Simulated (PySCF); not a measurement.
**Field gradients at the hydrogen positions**

Species: C6H10N (charge -1).
Geometry (GFN2-xTB, Å), atoms numbered from 1 in this order:
```
atom  x, y, z in Å
C1     0.0085   -1.1004   -0.9786
C2    -0.1227   -0.0065    0.0877
C3    -0.3793    1.3414   -0.6378
C4    -1.3483   -0.3067    0.9649
C5     1.1176    0.0293    0.9388
C6     2.3499   -0.0659    0.3858
N7     3.4305   -0.2539   -0.0395
H8     0.1074   -2.0756   -0.5042
H9     0.9053   -0.9254   -1.5690
H10   -0.8590   -1.1198   -1.6445
H11    0.4573    1.5628   -1.2984
H12   -0.4586    2.1492    0.0902
H13   -1.2990    1.3208   -1.2316
H14   -2.2615   -0.3649    0.3662
H15   -1.2141   -1.2541    1.4851
H16   -1.4788    0.4751    1.7131
H17    1.0379    0.6066    1.8617
```

Level: PBE0/pcSseg-1 (PySCF, non-relativistic); Q(2H) = 0.00286 b; rigid geometry, the same for H and D, with no vibrational averaging.

**Question.** Rank these positions by the coupling χzz of a deuteron there, largest first.
A. H14 (methyl hydrogen)
B. H17 (hydrogen on carbon)
C. H8 (methyl hydrogen)

**Answer.** B (224 kHz), C (214 kHz), A (210 kHz).

**Question.** Give the electric field gradient Vzz (the principal value of largest size), its asymmetry and the 2H coupling at each hydrogen.

**Answer.** 
```csv
atom,bonded to,bond length (Å),Vzz (au),η,χzz (kHz)
H8,C1,1.089,0.3181,0.01,214
H9,C1,1.088,0.3127,0.02,210
H10,C1,1.094,0.3121,0.01,210
H11,C3,1.089,0.3164,0.01,213
H12,C3,1.090,0.3171,0.01,213
H13,C3,1.095,0.3099,0.00,208
H14,C4,1.094,0.3120,0.01,210
H15,C4,1.089,0.3171,0.02,213
H16,C4,1.090,0.3176,0.01,213
H17,C5,1.091,0.3334,0.20,224
```

**Question.** A static deuteron (I = 1) shows a doublet split by (3/2)χ, (3/4)χ(1 + η) and (3/4)χ(1 − η) with the field along z, y and x of the gradient. What are these for H9?

**Answer.** With |χ| = 210.1 kHz and η = 0.018: 315, 160 and 155 kHz, to first order and without motion.

Geometry: GFN2-xTB; no solvent, vibrations or thermal averaging. The pcSseg-1 basis has no diffuse functions, a weakness for an anion. The HOMO energy is positive at this level (+0.67 eV), so the outermost electrons may be held by the finite basis alone. GFN2-xTB bond lengths can be off by several hundredths of an ångström, more for odd bonds, and the gradients follow them. The small basis limits the accuracy of the gradients.
